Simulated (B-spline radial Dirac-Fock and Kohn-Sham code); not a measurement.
# Atomic SCF run for Si⁶⁺

ΔSCF core binding energies without Breit or QED terms, calculated with an atomic code on a B-spline grid. Keys: rel is the Hamiltonian (dirac, or spin-free x2c and nr, where L3 and M5 stand for the whole 2p and 3d shells), method is hf or an exchange,correlation pair (spin-unpolarised, also for the hole states), nuc the nuclear model, radius_factor scales its radius, rmax is the box in bohr, h the logarithmic mesh step, order the B-spline order, points the quadrature points per cell, c_factor scales the speed of light, and damp, ndamp, maxit and tol steer the iteration. The run stops when the commutator error falls below 10·tol·max(1, Z/10), or the numerical noise floor, and the energy has settled to about 1e-8 Ha; the virial ratio is −V/T.

Input (task.json):

```json
{"items": [{"Z": 14, "q": 6, "cfg": [[1, 0, 2], [2, 0, 2], [2, 1, 4]], "A": 28, "rrms": 3.1224, "do": "settings", "holes": ["K", "L3", "M5"],
  "settings": [{"rel": "dirac", "method": "scan,scan", "nuc": "fermi", "radius_factor": 1.0, "rmax": 45.0, "h": 0.3, "order": 8, "points": 10, "c_factor": 1.0, "maxit": 89, "damp": 0.5, "ndamp": 3, "tol": 1e-08}]}]}
```

Command: `python xray2_run.py task.json out`

The program stops without a result: IndexError: index 1 is out of bounds for axis 0 with size 1.

Question: One setting is unsound. Which, and why?

Answer: method names a functional that the program does not serve. With the default settings (Dirac Hartree-Fock): The ground state converged in 8 iterations, with total energy -272.12871 Ha, virial ratio 1.99545 and highest orbital energy -252.72 eV. ΔSCF binding energies: K (1s) 2022.4 eV. Holes are computed only in closed shells, and unreliable hole states are left out.
